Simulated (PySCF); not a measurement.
Al(H)(OMe)(OSiH3) (CH7AlO2Si), SMILES C[O][AlH][O][SiH3].

Geometry optimised at PBE0-D3(BJ)/def2-SVP. The structure was generated by enumeration; whether it is a known compound was not checked. Other conformers were not sampled.

These are PBE0-D3(BJ)/def2-SVP (PySCF) values and carry that method's errors.

Frequencies are harmonic and unscaled.

A small imaginary wavenumber (i) marks a very flat motion, where grid noise or a shallow saddle decides the sign.

### Question
Give all harmonic wavenumbers and intensities. (Estimate from the structure and the level; the computed values follow.)

### Answer

| mode | ν (cm⁻¹) | IR (km/mol) | moving atoms (share of kinetic energy) |
|---|---|---|---|
| 1 | 13i | 0.0 | H 95 % |
| 2 | 30 | 0.1 | Si 26 %, O 25 %, H 21 %, C 21 % |
| 3 | 68 | 0.0 | H 83 %, O 13 % |
| 4 | 85 | 0.2 | O 62 %, H 32 % |
| 5 | 96 | 8.0 | O 50 %, C 28 %, H 21 % |
| 6 | 156 | 10.8 | O 53 %, H 26 %, Al 14 % |
| 7 | 298 | 42.7 | O 69 %, Al 19 % |
| 8 | 493 | 156.6 | H 75 %, Al 20 % |
| 9 | 529 | 13.6 | Al 46 %, Si 36 %, H 12 % |
| 10 | 663 | 93.2 | H 80 %, C 9 % |
| 11 | 735 | 53.8 | H 83 %, Si 9 % |
| 12 | 739 | 71.1 | H 84 %, Si 9 % |
| 13 | 765 | 183.5 | Al 46 %, H 21 %, O 16 %, C 14 % |
| 14 | 952 | 82.3 | H 96 % |
| 15 | 953 | 85.0 | H 96 % |
| 16 | 1000 | 384.5 | H 86 %, Si 13 % |
| 17 | 1139 | 485.2 | O 77 %, Al 9 %, Si 9 % |
| 18 | 1186 | 18.3 | H 72 %, C 21 % |
| 19 | 1191 | 0.2 | H 76 %, C 19 % |
| 20 | 1276 | 318.8 | O 58 %, C 33 % |
| 21 | 1475 | 1.6 | H 97 % |
| 22 | 1479 | 2.8 | H 95 % |
| 23 | 1483 | 15.0 | H 89 %, C 10 % |
| 24 | 2027 | 131.1 | H 96 % |
| 25 | 2220 | 153.9 | H 96 % |
| 26 | 2228 | 163.0 | H 96 % |
| 27 | 2232 | 96.5 | H 98 % |
| 28 | 3005 | 86.7 | H 97 % |
| 29 | 3087 | 49.2 | H 90 %, C 10 % |
| 30 | 3098 | 37.1 | H 90 %, C 10 % |
